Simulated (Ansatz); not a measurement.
`[OH][Au]`, relaxed with RKS PBE0-D4/def2-TZVP in the Gaussian-basis code of Ansatz from a PBE-D4/def2-SVP geometry. The force threshold is 0.005 eV/Å; the program also tests the step.

Total charge 0; spin multiplicity 1. Au: def2 effective core potential.

Start:

```xyz
3

O     0.003    0.618   -0.245
Au    0.912   -0.904    0.611
H    -0.915    0.286   -0.366
```

(1) How much energy does the relaxation release, and in how many steps? (Estimate.)

(2) Which bonds change most? (An estimate is asked.)

(3) Give the relaxed structure. (Best estimate.)

Results:

(1) Computed: 1.08 kJ/mol, in 3 steps.

(2) The calculation gave: O1–H3 from 0.983 to 0.965 Å; O1–Au2 from 1.969 to 1.952 Å.

(3) Computed: 
```xyz
3

O    -0.003    0.602   -0.240
Au    0.913   -0.898    0.609
H    -0.909    0.297   -0.368
```
